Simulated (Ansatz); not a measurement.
Stepwise reaction of `[SH][Zr]([SH])([SH])[Cl]` with hydrogen chloride, as a gas-phase model of exchange steps in deposition or etching. ΔE in kJ/mol; ΔG adds harmonic PBE0-D4 terms to CCSD(T)/CBS, at 1 bar.

Program: Ansatz. Geometries: PBE0-D4/def2-TZVP. ΔE: electronic, gas phase. CCSD(T)/CBS is the MP2 limit (def2-TZVPP, def2-QZVPP) plus CCSD(T) − MP2 in def2-TZVPP, frozen cores. This one scheme is used for every species. DFT in def2-TZVPP. B3LYP here is the variant with VWN-RPA as its local correlation; programs differ in this. Elements past krypton have def2 core potentials. For Zr outer-core shells are correlated without core-valence functions, which leaves a few kJ/mol of doubt a bond. One conformer a species, not always the lowest.

| step | reaction | PBE-D4 | B3LYP-D4 | ωB97M-V | CCSD(T)/CBS | ΔG(500 K) |
| --- | --- | --- | --- | --- | --- | --- |
| 1 | `[SH][Zr]([SH])([SH])[Cl]` + HCl → `[SH][Zr]([SH])([Cl])[Cl]` + H₂S | -61.1 | -67.7 | -68.6 | -64.9 | -66.7 |
| 2 | `[SH][Zr]([SH])([Cl])[Cl]` + HCl → `[SH][Zr]([Cl])([Cl])[Cl]` + H₂S | -59.8 | -65.7 | -67.2 | -63.5 | -65.0 |

(1) Give the row of step 3, `[SH][Zr]([Cl])([Cl])[Cl]` + HCl → `[Cl][Zr]([Cl])([Cl])[Cl]` + H₂S. (Estimate.)

(2) By hand: ΔE of the 3 steps together at CCSD(T)/CBS.

## Answers

(1) Ansatz gave: 
```json
{"step": "3", "reaction": "`[SH][Zr]([Cl])([Cl])[Cl]` + HCl → `[Cl][Zr]([Cl])([Cl])[Cl]` + H₂S", "PBE-D4": "-61.8", "B3LYP-D4": "-67.3", "ωB97M-V": "-68.7", "CCSD(T)/CBS": "-65.2", "ΔG(500 K)": "-52.4"}
```

(2) (-64.9) + (-63.5) + (-65.2) = -193.6 kJ/mol, or -64.5 kJ/mol a step.

In ΔE the steps differ by no more than 1.7 kJ/mol. All are downhill at CCSD(T)/CBS. ΔG lies between -66.7 and -52.4 kJ/mol a step. PBE-D4 differs from CCSD(T)/CBS by 3.4 to 3.8 kJ/mol a step. Isolated molecules leave out the surface, adducts and barriers. Largest T1 diagnostic: 0.018.
